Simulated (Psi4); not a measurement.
Cl5Sb (SMILES [Cl][Sb]([Cl])([Cl])([Cl])[Cl]), singlet, geometry from GFN2-xTB (core potentials on Sb); Psi4 1.11 with TPSS/def2-SVP.

Psi4 was given this input:
```
memory 2 GB

molecule {
0 1
Sb   -0.00000000    0.00000000   -0.00000000
Cl    1.96949773   -0.36395964   -1.23270781
Cl    1.00843566   -1.01938883    1.91215478
Cl   -1.00843566    1.01938883   -1.91215478
Cl   -1.69224415   -1.63303023    0.02187406
Cl   -0.27725357    1.99698987    1.21083376
}

set {
  basis def2-svp
  dft_radial_scheme becke
}

energy('tpss')
print_variables()
```

It wrote (shortened):

```
   => Loading Basis Set <=

    Name: DEF2-SVP
    Role: ORBITAL
    Keyword: BASIS

    !!!  WARNING: ECP capability is in beta. Please check occupations closely.  !!!

         ---------------------------------------------------------
                                   SCF
               by Justin Turney, Rob Parrish, Andy Simmonett
                          and Daniel G. A. Smith
                              RKS Reference
         ---------------------------------------------------------

  ==> Geometry <==

    Molecular point group: c1
    Full point group: C1

    Geometry (in Angstrom), charge = 0, multiplicity = 1:

       Center              X                  Y                   Z               Mass
    ------------   -----------------  -----------------  -----------------  -----------------
         SB          -0.000000001182     0.000000000000    -0.000000001182   120.903812000000
         CL           1.969497728818    -0.363959640000    -1.232707811182    34.968852682000
         CL           1.008435658818    -1.019388830000     1.912154778818    34.968852682000
         CL          -1.008435661182     1.019388830000    -1.912154781182    34.968852682000
         CL          -1.692244151182    -1.633030230000     0.021874058818    34.968852682000
         CL          -0.277253571182     1.996989870000     1.210833758818    34.968852682000

  Running in c1 symmetry.

  Rotational constants: A =      0.02905  B =      0.02444  C =      0.02444 [cm^-1]
  Rotational constants: A =    870.99231  B =    732.82505  C =    732.82505 [MHz]
  Nuclear repulsion =  855.354762829505262

  Charge       = 0
  Multiplicity = 1
  Electrons    = 108
  Nalpha       = 54
  Nbeta        = 54

  ==> Algorithm <==

  SCF Algorithm Type is DF.
  DIIS enabled.
  MOM disabled.
  Fractional occupation disabled.
  Guess Type is SAD.
  Energy threshold   = 1.00e-06
  Density threshold  = 1.00e-06
  Integral threshold = 1.00e-12

  ==> Primary Basis <==

  Basis Set: DEF2-SVP
    Blend: DEF2-SVP
    Number of shells: 50
    Number of basis functions: 116
    Number of Cartesian functions: 123
    Spherical Harmonics?: true
    Max angular momentum: 2

  Core potential: DEF2-SVP
    Number of shells: 4
    Number of ECP primitives: 18
    Number of ECP core electrons: 28
    Max angular momentum: 3

  ==> DFT Potential <==

   => LibXC <=

    Version 7.1.2
    S. Lehtola, C. Steigemann, M. J. T. Oliveira, and M. A. L. Marques,  SoftwareX 7, 1–5 (2018) (10.1016/j.softx.2017.11.002)

   => Composite Functional: TPSS <=

    TPSS Meta-GGA XC Functional

    J. Tao, et al., Phys. Rev. Lett., 91, 146401, 2003

    Deriv               =              1
    GGA                 =           TRUE
    Meta                =           TRUE

    Exchange Hybrid     =          FALSE
    MP2 Hybrid          =          FALSE

   => Exchange Functionals <=

    1.0000   XC_MGGA_X_TPSS

   => Correlation Functionals <=

    1.0000   XC_MGGA_C_TPSS

   => LibXC Density Thresholds  <==

    XC_MGGA_C_TPSS:  1.00E-15
    XC_MGGA_X_TPSS:  1.00E-15

   => Molecular Quadrature <=

    Radial Scheme          =          BECKE
    Pruning Scheme         =           NONE
    Nuclear Scheme         =       TREUTLER

    Blocking Scheme        =         OCTREE
    BS radius alpha        =              1
    Pruning alpha          =              1
    Radial Points          =             75
    Spherical Points       =            302
    Total Points           =         108816
    Total Blocks           =            880
    Max Points             =            256
    Max Functions          =            100
    Weights Tolerance      =       1.00E-15

   => Loading Basis Set <=

    Name: (DEF2-SVP AUX)
    Role: JKFIT
    Keyword: DF_BASIS_SCF

  ==> Integral Setup <==

  SCF_SUBTYPE=INCORE selected. In-core MEM_DF algorithm will be used.
  Using in-core AOs.

  ==> MemDFJK: Density-Fitted J/K Matrices <==

    J tasked:                   Yes
    K tasked:                    No
    wK tasked:                   No
    Algorithm:                 Core
    Schwarz Cutoff:           1E-12
    Mask sparsity (%):       8.2937
    Fitting Condition:        1E-10

   => Auxiliary Basis Set <=

  Basis Set: (DEF2-SVP AUX)
    Blend: DEF2-UNIVERSAL-JKFIT
    Number of shells: 236
    Number of basis functions: 858
    Number of Cartesian functions: 1084
    Spherical Harmonics?: true
    Max angular momentum: 5

  Minimum eigenvalue in the overlap matrix is 1.4430503585E-02.
  Reciprocal condition number of the overlap matrix is 4.1708204563E-03.
    Using symmetric orthogonalization.

  ==> Pre-Iterations <==

  SCF Guess: Superposition of Atomic Densities via on-the-fly atomic UHF (no occupation information).

   -------------------------
    Irrep   Nso     Nmo
   -------------------------
     A        116     116
   -------------------------
    Total     116     116
   -------------------------

  ==> Iterations <==

                           Total Energy        Delta E     RMS |[F,P]|

   @DF-RKS iter SAD: -2539.45861496320322   -2.53946e+03   0.00000e+00
   @DF-RKS iter   1: -2540.55897652633848   -1.10036e+00   3.67993e-03 DIIS/ADIIS
   @DF-RKS iter   2: -2540.52287038308850    3.61061e-02   4.06434e-03 DIIS/ADIIS
   @DF-RKS iter   3: -2540.62825852723381   -1.05388e-01   1.48158e-03 DIIS/ADIIS
   @DF-RKS iter   4: -2540.64543168989121   -1.71732e-02   1.60232e-04 DIIS/ADIIS
   @DF-RKS iter   5: -2540.64550165683659   -6.99669e-05   1.30242e-04 DIIS/ADIIS
   @DF-RKS iter   6: -2540.64566519159644   -1.63535e-04   2.27340e-05 DIIS
   @DF-RKS iter   7: -2540.64566903671221   -3.84512e-06   4.10315e-06 DIIS
   @DF-RKS iter   8: -2540.64566920385141   -1.67139e-07   1.17790e-06 DIIS
   @DF-RKS iter   9: -2540.64566921671394   -1.28625e-08   7.10213e-08 DIIS
  Energy and wave function converged.

  ==> Post-Iterations <==

   Electrons on quadrature grid:
      Ntotal   =  107.9999839342 ; deviation = -1.607e-05

    Orbital Energies [Eh]
    ---------------------

    Doubly Occupied:

       1A   -101.008034     2A   -101.007993     3A   -101.007956
       4A   -100.985545     5A   -100.985467     6A     -9.281279
       7A     -9.281247     8A     -9.281217     9A     -9.258710
      10A     -9.258655    11A     -7.067991    12A     -7.067940
      13A     -7.067903    14A     -7.058466    15A     -7.058448
      16A     -7.058420    17A     -7.057102    18A     -7.057086
      19A     -7.057064    20A     -7.045267    21A     -7.045254
      22A     -7.035271    23A     -7.035270    24A     -7.035264
      25A     -7.035263    26A     -5.682783    27A     -3.942565
      28A     -3.942564    29A     -3.939332    30A     -1.362031
      31A     -1.362020    32A     -1.360181    33A     -1.357847
      34A     -1.357831    35A     -0.827219    36A     -0.787701
      37A     -0.787698    38A     -0.770219    39A     -0.756200
      40A     -0.572420    41A     -0.421951    42A     -0.421941
      43A     -0.417143    44A     -0.339816    45A     -0.339813
      46A     -0.332909    47A     -0.332906    48A     -0.332207
      49A     -0.319776    50A     -0.310166    51A     -0.299039
      52A     -0.299034    53A     -0.287443    54A     -0.287437

    Virtual:

      55A     -0.205726    56A     -0.081608    57A     -0.081602
      58A     -0.030154    59A      0.173937    60A      0.188798
      61A      0.188811    62A      0.206381    63A      0.206413
      64A      0.220640    65A      0.347697    66A      0.347716
      67A      0.373644    68A      0.504213    69A      0.532717
      70A      0.532727    71A      0.576716    72A      0.590168
      73A      0.668529    74A      0.676851    75A      0.676881
      76A      0.689244    77A      0.689275    78A      0.692816
      79A      0.697125    80A      0.697142    81A      0.699931
      82A      0.700002    83A      0.700652    84A      0.708881
      85A      0.711641    86A      0.711664    87A      0.713751
      88A      0.713781    89A      0.719028    90A      0.721704
      91A      0.721733    92A      0.754048    93A      0.754079
      94A      0.766049    95A      0.795734    96A      0.795766
      97A      0.826232    98A      0.891929    99A      0.903030
     100A      0.903039   101A      0.921036   102A      0.921053
     103A      0.956865   104A      0.956889   105A      1.011608
     106A      1.011616   107A      1.023125   108A      1.173840
     109A      1.208404   110A      1.233311   111A      1.233329
     112A      1.331219   113A     18.345585   114A     18.345586
     115A     18.352054   116A     54.190813

    Final Occupation by Irrep:
              A
    DOCC [    54 ]
    NA   [    54 ]
    NB   [    54 ]

  @DF-RKS Final Energy: -2540.64566921671394

   => Energetics <=

    Nuclear Repulsion Energy =            855.3547628295052618
    One-Electron Energy =               -5301.3143593954509925
    Two-Electron Energy =                2066.0286468041194894
    DFT Exchange-Correlation Energy =    -160.7147194548880975
    Empirical Dispersion Energy =           0.0000000000000000
    VV10 Nonlocal Energy =                  0.0000000000000000
    Total Energy =                      -2540.6456692167139408

Computation Completed

Properties will be evaluated at   0.000000,   0.000000,   0.000000 [a0]

Properties computed using the SCF density matrix

 Multipole Moments:

 ------------------------------------------------------------------------------------
     Multipole            Electronic (a.u.)      Nuclear  (a.u.)        Total (a.u.)
 ------------------------------------------------------------------------------------

 L = 1.  Multiply by 2.5417464519 to convert [e a0] to [Debye]
 Dipole X            :          0.0000915            0.0000001            0.0000916
 Dipole Y            :         -0.0000719            0.0000000           -0.0000719
 Dipole Z            :         -0.0000814            0.0000001           -0.0000813
 Magnitude           :                                                    0.0001420

 ------------------------------------------------------------------------------------

  Variable Map:
  ----------------------------------------------------------------------------
  "CURRENT ENERGY"              =>   -2540.645669216714
  "CURRENT REFERENCE ENERGY"    =>   -2540.645669216714
  "DD SOLVATION ENERGY"         =>       0.000000000000
  "DFT FUNCTIONAL TOTAL ENERGY" =>   -2540.645669216714
  "DFT TOTAL ENERGY"            =>   -2540.645669216714
  "DFT VV10 ENERGY"             =>       0.000000000000
  "DFT XC ENERGY"               =>    -160.714719454888
  "GRID ELECTRONS ALPHA"        =>      53.999991967103
  "GRID ELECTRONS BETA"         =>      53.999991967103
  "GRID ELECTRONS TOTAL"        =>     107.999983934207
  "NUCLEAR REPULSION ENERGY"    =>     855.354762829505
  "ONE-ELECTRON ENERGY"         =>   -5301.314359395451
  "PCM POLARIZATION ENERGY"     =>       0.000000000000
  "PE ENERGY"                   =>       0.000000000000
  "SCF ITERATION ENERGY"        =>   -2540.645669216714
  "SCF ITERATIONS"              =>       9.000000000000
  "SCF TOTAL ENERGY"            =>   -2540.645669216714
  "TWO-ELECTRON ENERGY"         =>    2066.028646804119
  "XC GRID RADIAL POINTS"       =>      75.000000000000
  "XC GRID SPHERICAL POINTS"    =>     302.000000000000
  "XC GRID TOTAL POINTS"        =>  108816.000000000000

  Array Variable Map:
  ----------------------------------------------------------------------------
  "CURRENT DIPOLE"              =>       0.000091590900 ... -0.000081314291 1 by 3
  "SCF DIPOLE"                  =>       0.000091590900 ... -0.000081314291 1 by 3
  "SCF TOTAL ENERGIES"          =>   -2539.458614963203 ... -2540.645669216714 1 by 10
```
